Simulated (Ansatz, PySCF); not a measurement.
This PySCF input computes a CAM-B3LYP/def2-TZVPD energy:

```python
from pyscf import gto, scf, dft

mol = gto.M(
    atom='''
    Ge   -0.00000000   -0.00000000   -1.54512964
    Te    0.00000000    0.00000000    0.95084901
    ''',
    basis='def2-tzvpd',
    ecp='def2-tzvp',
    charge=-1,
    spin=1,
    symmetry='C2v',
    verbose=4,
)

mf = dft.UKS(mol, xc='camb3lyp').density_fit(auxbasis='def2-universal-jkfit')
mf.grids.level = 3
mf.conv_tol = 1e-9
mf.max_cycle = 100
mf.max_memory = 1500
mf.kernel()
if not mf.converged:
    mf = mf.newton()
    mf.kernel(mf.make_rdm1())
mf.analyze()
```

**Question.** Write an input for the same energy in Ansatz (a quantum-chemistry and plane-wave program) and say what it gives.

**Answer.** 
Ansatz 0.2 input:
```yaml
crystal:
  periodic: [false, false, false]
  atoms:
    - {symbol: Ge, position_ang: [-0.00000000, -0.00000000, -1.54512964]}
    - {symbol: Te, position_ang: [0.00000000, 0.00000000, 0.95084901]}
basis:
  gaussian:
    orbitals: def2-TZVPD
hamiltonian:
  xc: {name: CAM-B3LYP}
total_charge: -1
magnetization: {spin_polarized: true, initial_magnetization: 1}
output: {forces: true}
```
It gives -2345.21177 Eh, and PySCF -2345.21184 Eh, a difference of 0.07 mEh, from the treatment of integrals and grids.
